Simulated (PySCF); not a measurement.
Radial density of He (helium, neutral)

UHF, 1s1 3d1, high-spin 3D determinant (an excited configuration). All numbers are calculated (PySCF 2.14, scalar relativity by spin-free X2C-1e, in dyall-acv3z (10s3p2d, 29 functions)).

```
r (bohr)  4πr²ρ (e/bohr)  4πr²(ρα − ρβ)
  0.0155        0.007051         0.0071
  0.0262         0.01905         0.0191
  0.0440         0.05018         0.0502
  0.0740          0.1258         0.1258
   0.124          0.2910         0.2910
   0.209          0.5861         0.5861
   0.352          0.9384         0.9384
   0.592           1.030         1.0300
   0.996          0.7760         0.7760
    1.68           1.001         1.0010
    2.82         0.09023         0.0902
    4.74       1.725e-05         0.0000
```

Densities and radii are taken from the X2C orbitals without a picture-change correction, which distorts them close to the nucleus.

The outer electron is Rydberg-like, and this basis confines it to a smaller radius and binds it less than a complete one would. At UHF the highest occupied level has a positive energy, so only the finite basis holds that electron; for this excited configuration the basis is too tight for the outer shell.
